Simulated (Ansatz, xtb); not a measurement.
## Ranking isomers of C6H4O3

4 gas-phase structures of C6H4O3, from a drawn sample of its isomers (lower ones may exist). Each was relaxed with GFN2-xTB; where two conformers were screened, the lower at r2SCAN-D4/def2-SVP is listed:

A. `O=Cc1ccoc1C=O`, a singlet
B. `O=Cc1cocc1C=O`, a singlet
C. `O=Cc1ccc(C=O)o1`, a singlet
D. `O=Cc1coc(C=O)c1`, a singlet

**Question.** Estimate their order in r2SCAN-D4/def2-SVP energy at these geometries, lowest first.

**Answer.** Calculated order at r2SCAN-D4/def2-SVP: C (0.000), A (0.058), D (0.088), B (0.169) eV. Less than 1 kcal/mol parts A and D, so the order within that pair means little.

Energies above the lowest of each column, in eV; the last columns are at B3LYP-D3(BJ)/def2-SVP geometries:

| structure | GFN2-xTB | HF/STO-3G | r2SCAN-D4/def2-SVP | B3LYP-D3(BJ)/def2-SVP | CCSD(T)/def2-SVP + ΔMP2/def2-TZVPP |
| --- | --- | --- | --- | --- | --- |
| C | 0.000 | 0.000 | 0.000 | 0.000 | 0.000 |
| A | 0.032 | 0.020 | 0.058 | 0.020 | 0.024 |
| D | 0.060 | 0.035 | 0.088 | 0.058 | 0.033 |
| B | 0.064 | 0.063 | 0.169 | 0.096 | 0.072 |

Every level run on C puts it lowest or level with the lowest. Flexible structures stand in one conformer each, not always the lowest. ΔMP2 is the change of the MP2 energy from the smaller to the larger basis.

Over these structures GFN2-xTB departs from r2SCAN-D4/def2-SVP by 0.033 eV on average once a common shift is removed. A GFN2-xTB relaxation took about 0.1 s and the r2SCAN-D4/def2-SVP energy about 5.4 s on a shared host (Ansatz 0.2.0, xtb 6.7.1).
